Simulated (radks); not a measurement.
Isoelectronic series with 2 electrons, each ion in its NIST ground configuration. All-electron calculation, Dirac Kohn-Sham, LDA (Slater exchange, Perdew-Wang correlation), spin-unpolarised, spherical densities, point nucleus. Program: a radial shooting solver on a logarithmic mesh with Libxc functionals. Total energies (hartree) and mean radii <r> (bohr):

ion    configuration  E (hartree)    1s1/2
S14+            [He]   -245.77988  0.09596
K17+            [He]   -349.48426  0.08030
Ti20+           [He]   -471.70718  0.06898
Mn23+           [He]   -612.63380  0.06040
Ni26+           [He]   -772.48041  0.05367
Ga29+           [He]   -951.49615  0.04825
Se32+           [He]  -1149.96511  0.04378
Rb35+           [He]  -1368.20871  0.04003
Zr38+           [He]  -1606.58851  0.03683
Tc41+           [He]  -1865.50950  0.03407
Pd44+           [He]  -2145.42388  0.03166
In47+           [He]  -2446.83554  0.02954
Te50+           [He]  -2770.30519  0.02766
Cs53+           [He]   -3116.4565  0.02597
Ce56+           [He]   -3485.9831  0.02444
